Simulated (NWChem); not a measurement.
System: TiH₄S₃; SMILES [SH][TiH]([SH])[SH]

NWChem input:

```
start job
memory heap 200 mb stack 900 mb global 1100 mb
geometry units angstroms noautoz
  Ti     0.024243     0.037499     0.358347
  H      0.157840    -0.282838     2.000363
  S     -0.858369     2.111105     0.184057
  H      0.217770     2.452786    -0.569484
  S     -1.313847    -1.572076    -0.453803
  H     -0.393067    -2.414884     0.090294
  S      2.141885    -0.154348    -0.405197
  H      2.447198     0.641825     0.656704
end
basis spherical
  * library sto-3g
end
dft
  xc b3lyp
  iterations 150
  mulliken
end
task dft energy
```

Geometry: optimised at PBE0/def2-SVP. Not confirmed as a minimum by frequencies.

### Question
Predict the main results of this run. (B3LYP/STO-3G.) Quantities: basis functions; energy (Ha); highest occupied level (eV); orbital gap (eV); dipole (D).

### Answer
| Item | Value |
|---|---|
| number of basis functions | 49 |
| energy (Ha) | -2024.61 |
| highest occupied level (eV) | -4.42 |
| orbital gap (eV) | 6.62 |
| dipole (D) | 1.24 |
